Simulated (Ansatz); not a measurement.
Mulliken charges of H$_{6}$OSi$_{2}$Zn (`O[SiH2][Zn][SiH3]`) from r2SCAN/def2-TZVPP in Ansatz (PBE0-D4/def2-TZVP geometry).

| atom | x (Å) | y (Å) | z (Å) | charge (e) |
| --- | --- | --- | --- | --- |
| O1 | -1.112 | 1.862 | -2.173 | -0.413 |
| Si2 | 0.100 | 1.855 | -1.031 | 0.404 |
| Zn3 | 0.239 | -0.200 | 0.230 | 0.129 |
| Si4 | 0.370 | -2.248 | 1.474 | 0.132 |
| H5 | -2.007 | 1.737 | -1.857 | 0.193 |
| H6 | -0.044 | 3.038 | -0.122 | -0.115 |
| H7 | 1.343 | 2.089 | -1.818 | -0.092 |
| H8 | -0.849 | -3.092 | 1.294 | -0.080 |
| H9 | 0.509 | -2.007 | 2.941 | -0.079 |
| H10 | 1.535 | -3.086 | 1.064 | -0.078 |

Problem. By hand: the dipole of these point charges (1 e Å = 4.8032 D).

Solution. Σ q r = (-0.019, 0.098, 0.109) e Å, of length 0.148 e Å = 0.71 D.

Problem. How does the dipole of the full density compare? (Best estimate.)

Solution. Computed: (-0.201, 0.024, 0.123) e Å, 1.14 D; the point charges give 0.62 times that, at 56° from its direction.

Point charges leave out the atoms' own dipoles, such as those of lone pairs, and Mulliken's split depends on the basis, so the two needn't agree.
